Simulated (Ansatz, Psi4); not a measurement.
Here is a job for Ansatz (a quantum-chemistry and plane-wave program).
Ansatz 0.2 input:
```yaml
crystal:
  periodic: [false, false, false]
  atoms:
    - {symbol: Cr, position_ang: [0.00000000, 0.00000000, 0.00000000]}
basis:
  gaussian:
    orbitals: cc-pVTZ
hamiltonian:
  xc: {name: B97M-V}
magnetization: {spin_polarized: true, initial_magnetization: 6}
accuracy: high
```

Q: Convert this to an input for Psi4.

A: Several could match; the one computed here: 
```
memory 2 GB

molecule {
0 7
Cr    0.00000000    0.00000000    0.00000000
}

set {
  basis cc-pvtz
  reference uks
  scf_type pk
  puream true
  d_convergence 1e-8
  dft_radial_points 99
  dft_spherical_points 590
}

energy('b97m-v')
print_variables()
```

Both were run: Ansatz gave -1044.216375 Eh and Psi4 -1044.216383 Eh, 0.008 mEh apart.
